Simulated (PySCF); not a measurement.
Choosing a molecule for a target property.

Species are written as SMILES; each is one conformer at its optimised geometry, gas phase, non-relativistic unless stated. Electronic properties by PySCF.

Dipoles, sizes and rotational constants follow the conformer. The torsions of the flexible species, by atom-mapped SMILES:
- `[CH:1]#[C:2][CH2:3][c:4]1[cH:5][cH:6][n:7][cH:8][cH:9]1`: C2–C3–C4–C5 91°
- `[CH3:1][C:2]#[C:3][SiH2:4][C:5](=[O:6])[O:7][CH:8]([CH3:9])[CH3:10]`: C3–Si4–C5–O6 -107°, Si4–C5–O7–C8 -177°, C5–O7–C8–C9 -155°
- `[CH2:1]=[CH:2][CH2:3][C@H:4]1[CH2:5][NH:6]1`: C1–C2–C3–C4 122°, C2–C3–C4–C5 82°
- `[CH:1]#[C:2][c:3]1[cH:4][cH:5][cH:6][c:7]([NH2:8])[cH:9]1`: H–N8–C7–C6 22°, H–N8–C7–C6 162°
- `[F:1][CH2:2][C:3]([F:4])([F:5])[C:6]([F:7])([F:8])[F:9]`: F1–C2–C3–F4 167°, C2–C3–C6–F7 -74°

Problem. Wanted: HOMO–LUMO gap between 6 eV and 6.7 eV (PBE0/pcSseg-1) and dipole moment below 3.5 D (PBE0/pcSseg-1), at GFN2-xTB geometries. Which candidate meets both?
A. `C#CCc1ccncc1`
B. `CC#C[SiH2]C(=O)OC(C)C`
C. `C#Cc1ccc(C)nc1`
D. `C=CC[C@H]1CN1`
E. `CC(C)(C)C#N`

Solution. A. Computed values:
| species | HOMO–LUMO gap | dipole moment |
| --- | --- | --- |
| C#Cc1ccc(C)nc1 | 5.81 eV | 1.85 D |
| C#CCc1ccncc1 | 6.54 eV | 2.20 D |
| CC#C[SiH2]C(=O)OC(C)C | 6.83 eV | 2.83 D |
| C=CC[C@H]1CN1 | 7.47 eV | 1.52 D |
| CC(C)(C)C#N | 10.20 eV | 4.07 D |

Problem. Wanted: smallest rotational constant between 0.86 GHz and 0.94 GHz (GFN2-xTB) and HOMO energy above -7.2 eV (PBE0/pcSseg-1), at GFN2-xTB geometries. Which candidate meets both?
A. `C#Cc1cccc(N)c1`
B. `c1cc(ccn1)CC#C`
C. `N1C[C@@H]1CC=C`
D. `FCC(F)(F)C(F)(F)F`
E. `C#C/C=C1/C(=C)CC1(F)F`

Solution. A. Computed values:
| species | smallest rotational constant | HOMO energy |
| --- | --- | --- |
| C#C/C=C1/C(=C)CC1(F)F | 0.826 GHz | -6.92 eV |
| C#Cc1cccc(N)c1 | 0.900 GHz | -6.07 eV |
| c1cc(ccn1)CC#C | 0.986 GHz | -7.39 eV |
| FCC(F)(F)C(F)(F)F | 1.304 GHz | -10.20 eV |
| N1C[C@@H]1CC=C | 1.715 GHz | -7.02 eV |
